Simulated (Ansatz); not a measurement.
```yaml
crystal:
  periodic: [false, false, false]
  atoms:
    - {symbol: N, position_ang: [-1.607740, -0.897817, -0.095970]}
    - {symbol: C, position_ang: [-1.181159, 0.269640, -0.183164]}
    - {symbol: Ga, position_ang: [0.783446, 0.813736, 0.029545]}
    - {symbol: O, position_ang: [1.902219, -0.540291, 0.194635]}
    - {symbol: H, position_ang: [-0.889176, -1.581110, 0.040554]}
    - {symbol: H, position_ang: [-1.954829, 1.058956, -0.295270]}
    - {symbol: H, position_ang: [1.492926, 2.215227, -0.020758]}
    - {symbol: H, position_ang: [1.504052, -1.451812, 0.153575]}
basis:
  gaussian: {orbitals: def2-TZVPPP}
total_charge: -1
magnetization: {spin_polarized: true, initial_magnetization: 1}
hamiltonian: {xc: {name: PBEsol}, dispersion: d4}
output: {forces: true}
```

```sh
$ ansatz run in.yaml --threads 2 --pin off --events-out ev --progress --plain --max-ram 4352MiB
```

Shortened log:

```
Error: <dir> can't be read: No such file or directory (os error 2)
```
